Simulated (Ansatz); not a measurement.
Born–Oppenheimer molecular dynamics of CH$_{5}$ClZn (8 atoms, charge 0, multiplicity 1). It starts at the highest image of a converged band. Of that band: Neighbouring images differ by up to 2.2 eV, so the band resolves the path poorly. A vibrational analysis at the climbing image gives 2 clearly imaginary modes (1804i, 151i cm⁻¹): a point of higher order. A lower path may pass nearby, or the ends, which weren't checked, may share the extra mode.

The calculation used RKS BHLYP/def2-SVP in Ansatz 0.2.0.

```yaml
ensemble: NVE (velocity Verlet)
time_step: 0.5 fs
steps_asked: 200
starting_velocities_drawn_for: 100 K
seed: 11867
```

First frame:

```xyz
8
Properties=species:S:1:pos:R:3
Zn -0.432 0.385 0.096
C -0.013 0.013 2.199
H -0.751 -0.492 2.829
H 0.756 -0.729 1.949
H 0.476 0.801 2.780
Cl 0.282 -0.218 -1.806
H -1.669 1.443 0.802
H -1.044 0.902 1.506
```

How far do the bonds stretch over the last three quarters of this one trajectory? (Pairs bonded in most of those frames.)


| bond | mean (Å) | spread (Å) | shortest | longest |
| --- | --- | --- | --- | --- |
| Zn1–Cl6 | 2.156 | 0.033 | 2.10 | 2.20 |
| Zn1–H7 | 1.580 | 0.058 | 1.48 | 1.71 |
| C2–H3 | 1.098 | 0.043 | 1.01 | 1.19 |
| C2–H4 | 1.099 | 0.034 | 1.04 | 1.17 |
| C2–H5 | 1.093 | 0.030 | 1.03 | 1.16 |
| C2–H8 | 1.137 | 0.126 | 0.92 | 1.37 |

Pairs bonded in part of these frames only: Zn1–C2 23 %, Zn1–H8 19 %.

Mean temperature of the second half: 2575 K. The conserved energy stayed within 1.5 meV per atom of its start (net change -0.56 meV per atom), so the integration is sound. The kinetic energy rose, since the run started high on the potential surface and went downhill. It ends in pieces (CH4 + ClHZn), so much of that is their flight and rotation, not heat. A run of 0.1 ps of so small a system gives no equilibrium averages. The orbitals stay closed-shell, which can raise the energy where a bond breaks towards radicals; this wasn't checked here.

Time of the run: 4.9 min on 2 threads of Intel(R) Xeon(R) 6975P-C (Granite Rapids), with other jobs on the host, peak memory 0.19 GiB.
